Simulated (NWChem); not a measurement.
# ZnOH, doublet; SMILES [Zn][OH]

Computed with NWChem. Pople sets run with spherical d functions. Spin-unrestricted. In the optimisation the excess spin sits in a' (Cs, its own frame). Geometry: optimised at PBE0/def2-SVP, spin-unrestricted. This spin state was assumed; another may lie lower. No stability test was run on the SCF state.

Question: What does the run give for PBE/6-31G*? Quantities: highest occupied level (eV); lowest empty minus highest occupied level, either spin (eV); dipole (D); <S²>.

Answer: 
| Item | Value |
|---|---|
| highest occupied level (eV) | -4.79 |
| lowest empty minus highest occupied level, either spin (eV) | 1.08 |
| dipole (D) | 1.55 |
| <S²> | 0.752 |
